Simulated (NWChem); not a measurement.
System: C₂H₄O₂Si; SMILES O1C(=O)[SiH2]C1

```xyz
9

O      0.4819    -2.0094     0.0000
C      0.1431    -0.8722     0.0000
O     -1.1625    -0.4560     0.0000
C     -1.0976     0.9899     0.0000
Si     0.8096     0.9555     0.0000
H     -1.5954     1.3900    -0.8962
H     -1.5954     1.3900     0.8962
H      1.5138     1.4296     1.2249
H      1.5138     1.4296    -1.2249
```
Atoms are numbered in this order, from 1.

Computed with NWChem. Structure relaxed at the PBE0/def2-SVP level.

For level BLYP/def2-TZVP:

highest occupied level (eV): -6.13
orbital gap (eV): 4.41
dipole (D): 3.99

Estimate the same quantities for level TPSSh/def2-TZVP.


- highest occupied level (eV) = -6.84
- orbital gap (eV) = 5.53
- dipole (D) = 4.14
